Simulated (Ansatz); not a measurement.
Li4F5⁻, relaxed as a singlet with RKS B3LYP-D4/def2-SVPD in Ansatz, starting from the GFN1-xTB geometry. Force threshold 0.02 eV/Å.

Another isomer (singlet) lies 1.07 eV lower at PBE0-D4/def2-TZVPD; other spin states weren't run for this one.

Start:

```xyz
9

Li   -1.960    0.222    1.468
Li    0.829    1.489   -2.206
Li    0.994   -0.432   -0.137
Li   -0.390   -1.447    1.590
F     0.268    2.632   -3.169
F     1.045   -1.894    0.888
F     1.732    0.285   -1.456
F    -2.007   -1.189    2.336
F    -0.510    0.333    0.685
```

Problem. Estimate the energy that the relaxation releases and the steps that it takes.

Solution. 15.8 kJ/mol, in 17 steps; 50 s on 4 threads of Arm Neoverse V1 on a shared host. The force fell under the threshold at step 14, but the optimiser went on. No frequencies were taken in this run, so the end may be a saddle point.

Problem. Does the start keep its bonding?

Solution. By distances, no bond broke or formed, bridged metal pairs apart. The bond that changes most is Li2–F5, from 1.60 to 1.67 Å (atoms count from 1). Metal–metal contacts that move far: Li2–Li3 2.83 to 3.40 Å.

Problem. Predict the relaxed structure.

Solution. 
Cartesian coordinates in Å:
```
Li -2.2142 -0.1732 1.8878
Li 1.1952 1.7946 -2.7120
Li 0.6524 -0.3783 -0.1588
Li -0.3469 -1.5394 1.8040
F 1.1518 2.9995 -3.8653
F 1.1163 -1.7555 0.9251
F 1.2283 0.5579 -1.5124
F -1.7803 -1.4488 2.9258
F -1.0026 -0.0567 0.7058
```
Bond lengths (bridged metal pairs left out): 10 × F–Li 1.67 to 1.96 Å.
